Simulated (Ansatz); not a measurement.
# Redistribution: C5H11Br + C4H10 → C5H12 + C4H9Br

Gas-phase species: C5H11Br (1-bromopentane) `CCCCCBr`, singlet; C4H10 (isobutane) `CC(C)C`, singlet; C5H12 (pentane) `CCCCC`, singlet; C4H9Br (2-bromo-2-methylpropane) `CC(C)(C)Br`, singlet. The partners trade Br for H; both sit on C, so the bond types are kept.

Shapes, held fixed at every level: PBE0-D4/def2-TZVP. Flexible molecules stand in one conformer, not always the lowest. Programs: Ansatz 0.2.0. Electronic energies: no zero-point or thermal term.

```csv
level,kind,ΔE (kJ/mol),less CCSD(T)/def2-TZVPP
HF/def2-TZVPP,Hartree–Fock,-3.2,+10.0
SPW92/def2-TZVPP,LDA,-14.7,-1.5
PBE0-D4/def2-TZVPP,global hybrid,-10.4,+2.8
r2SCAN0-D4/def2-TZVPP,global hybrid,-12.1,+1.1
wB97X-V/def2-TZVPP,range-separated hybrid,-10.8,+2.4
CCSD/def2-TZVPP,coupled cluster or CI,-11.0,+2.2
CCSD(T)/def2-TZVPP,coupled cluster or CI,-13.2,0.0
```

The highest level, CCSD(T)/def2-TZVPP, gives ΔE = -13.2 kJ/mol; the levels span -14.7 to -3.2. The column of differences is taken from that level and isn't an error. No measured value is set beside it here. Relativity is left out for Br. Outer-core shells of Br are correlated, in sets that cover them unevenly.
